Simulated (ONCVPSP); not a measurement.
# Before and after: ONCV potential for Mo

```
Element                 : molybdenum (Mo)
Generator               : ONCVPSP 4.0.1
Type                    : optimised norm-conserving Vanderbilt (ONCV)
Functional              : PBEsol
Relativity              : fully relativistic
Frozen core             : [Ar] 3d10
Valence charge          : 14
Reference configuration : 4s2 4p6 4d5 5s1
Partial waves           : 4s+5s: rc 1.80 bohr, ncon 5, nbas 9, qcut 6 1/bohr, 2 projectors; 4p: rc 1.30 bohr, ncon 3, nbas 6, qcut 6.4 1/bohr, 2 projectors, debl 2.1 Ha; 4d: rc 1.80 bohr, ncon 4, nbas 8, qcut 5.6 1/bohr, 2 projectors, debl 0.4 Ha
Local potential         : polynomial inside 0.90 bohr (lpopt 5, dvloc0 3 Ha)
Core correction         : Teter function, fcfact 3.75, rcfact 1.7
```

Open shells are filled in proportion to 2j + 1.

Change: s: qcut 8.9; p: qcut 9.5; d: qcut 8.3.

Cutoffs: the cutoffs (Ha) at which the residual kinetic energy of the hardest occupied pseudo-wave falls to 1 and 0.1 mHa per electron; they do not see the model core or the augmentation charge, which bear on the density cutoff. Errors are all-electron minus pseudo energies relative to the spin-unpolarised reference configuration.

Problem. What does the change do?

Solution. The potential gets neither clearly harder nor softer (24 Ha and 70 Ha → 32 Ha and 38 Ha); the p channel sets the loose cutoff, while the largest relative change is in s, which becomes harder; of the 4 tests that both files solve, the error grows in 0 and shrinks in 2 by more than 15 % and 0.3 meV (median size 0.7 → 0.4 meV); the range in which the s phases agree widens (upper end 3.0 → 4.3); neither file shows a bound ghost.

| quantity | base | changed |
| --- | --- | --- |
| cutoff, loose | 24 Ha | 32 Ha |
| cutoff, tight | 70 Ha | 38 Ha |
| loose cutoff by channel | s 16 Ha, p 24 Ha, d 17 Ha | s 25 Ha, p 32 Ha, d 20 Ha |
| bound ghosts | none | none |
| GHOST(+) flags under 300 eV | s at 88.1 eV | s at 120.5 eV |
| error for 4s2 4p6 4d5 5s0, meV [ΔE 6.91 eV] | -1.1 | -0.5 |
| error for 4s2 4p6 4d4 5s0, meV [ΔE 22.36 eV] | 0.0 | +0.3 |
| error for 4s2 4p6 4d3 5s0, meV [ΔE 49.08 eV] | +7.7 | +2.0 |
| error for 4s2 4p6 4d4 5s1, meV [ΔE 8.08 eV] | -0.3 | -0.3 |
| s: phases at 1.83 bohr within 0.05 rad from the reference energy up to (Ha; the scan ends near 5) | 3.0 | 4.3 |
| p3/2: phases at 1.32 bohr within 0.05 rad from the reference energy up to (Ha; the scan ends near 5) | to the end of the scan | to the end of the scan |
| p1/2: phases at 1.32 bohr within 0.05 rad from the reference energy up to (Ha; the scan ends near 5) | to the end of the scan | to the end of the scan |
| d5/2: phases at 1.83 bohr within 0.05 rad from the reference energy up to (Ha; the scan ends near 5) | to the end of the scan | to the end of the scan |
| d3/2: phases at 1.83 bohr within 0.05 rad from the reference energy up to (Ha; the scan ends near 5) | to the end of the scan | to the end of the scan |
| rms error of d²Exc/dni dnj with the model core, mHa | 2.42 | 2.60 |
